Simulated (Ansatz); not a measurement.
AlClH2OSi2: where a starting geometry ends

The starting geometry of this gas-phase singlet was optimised with GFN2-xTB.

```xyz
7

Al   -0.3397    0.1367    1.1015
Cl   -1.0912    0.3067    3.0060
O    -0.4163    1.7048    0.2437
Si    0.6213   -0.7376   -0.9428
Si   -0.3157    1.3646   -1.3216
H    -0.4572   -1.5861   -1.5992
H    -0.7333    2.6604   -1.9014
```

Q: Where would you expect an optimisation with PBE0-D3(BJ)/def2-SVP to take it?

A: A new bond forms, giving a structure given below by its coordinates. Contacts that close: Al1–Si5 (2.72 → 2.52 Å).

The energy falls by 0.51 eV over 13 steps:

```csv
step,E − E(last) (eV)
1,0.513
2,0.137
4,0.044
5,0.018
6,0.015
8,0.001
9,0.001
10,0.000
12,0.000
13,0.000
```

Final geometry (Å):

```xyz
7

Al   -0.4154    0.3090    1.0908
Cl   -1.0264    0.0501    3.0734
O    -0.3615    1.9497    0.3749
Si    0.4643   -0.6752   -0.9286
Si   -0.3632    1.3881   -1.1870
H    -0.3904   -1.6597   -1.6759
H    -0.6395    2.4874   -2.1613
```

Frequencies at the end are all real (lowest 97 cm⁻¹). Run with Ansatz 0.2.0, 2 min on 1 thread of AMD EPYC (Zen 3), with other jobs on the host.
